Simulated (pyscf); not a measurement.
**F–GeH(F)–F, singlet**

Gas-phase minimum from PySCF at ωB97X-D3(BJ)/def2-SVP, one conformer. 

```
Ge
F 1 1.7148
F 1 1.7149 2 106.29
F 1 1.7152 2 106.53 3 -113.29
H 1 1.5143 2 112.34 3 123.36
```

Properties at ωB97X-D3(BJ)/def2-SVP:

```
Item                                                                                                                                                               Value
---------------------------------------------------------------------------------------------------------------------  -------------------------------------------------
Harmonic wavenumbers, unscaled                                                                                         230, 231, 286, 735, 736, 745, 781, 781, 2312 cm⁻¹
Zero-point energy                                                                                                                                           9.8 kcal/mol
Rotational symmetry number                                                                                                                                             3
Entropy of this conformer at 298 K and 1 atm, rigid rotor and harmonic oscillator, modes under 100 cm⁻¹ raised to 100                                    294.0 J/(mol K)
Dipole moment                                                                                                                                                     2.46 D
```

Single-point totals, which compare only within one level (frozen core for MP2 and CC):

```
level                   total energy (hartree)
----------------------  ----------------------
ωB97X-D3(BJ)/def2-TZVP             -2377.35333
PBE/def2-TZVP                      -2376.78830
r²SCAN/def2-TZVP                   -2377.25907
B3LYP-D3(BJ)/def2-TZVP             -2377.43630
PBE0-D3(BJ)/def2-TZVP              -2376.84024
M06-2X/def2-TZVP                   -2377.30191
ωB97M-D3(BJ)/def2-TZVP             -2377.45526
HF/def2-TZVPP                      -2374.52631
MP2/def2-TZVPP                     -2375.52516
CCSD/def2-TZVPP                    -2375.52216
CCSD(T)/def2-TZVPP                 -2375.55211
```

The CCSD(T) − MP2 part came from Ansatz, without density fitting, on the same reference. The frozen core leaves the outer d or s,p core shells of the metals and heavy elements correlated in the MP2 and CC values, and def2-TZVPP describes them poorly, so these totals are far from the basis limit. Elements up to Kr have no core potential and no relativistic terms here.
